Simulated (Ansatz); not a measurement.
Spectroscopic constants of LiO, multiplicity 2 (the spin of the measured ground state).

D_e counts from the fitted minimum to each atom's lowest state at the same level, without counterpoise.

Correlated levels freeze the inner cores; with def2 sets outer-core shells near the valence are correlated too.

Programs: Ansatz (Gaussian basis) for Hartree–Fock, density functionals and correlated methods. 

The comparison value is 343.8 kJ/mol (CCSD(T)/def2-QZVPP). It is a level with limits of its own, not the exact answer.

Task: Order these levels by how close they come to the comparison value for the bond energy D_e, closest first: SVWN5/def2-TZVPP, r2SCAN/def2-TZVPP, CAM-B3LYP/def2-TZVPP, B2PLYP/def2-TZVPP, B97M-V/def2-TZVPP. Give each level's value less the comparison value.

Result: B2PLYP/def2-TZVPP (0.1 kJ/mol), r2SCAN/def2-TZVPP (4.2 kJ/mol), B97M-V/def2-TZVPP (7.5 kJ/mol), CAM-B3LYP/def2-TZVPP (14.5 kJ/mol), SVWN5/def2-TZVPP (65.0 kJ/mol)

Ansatz is a first-principles code.
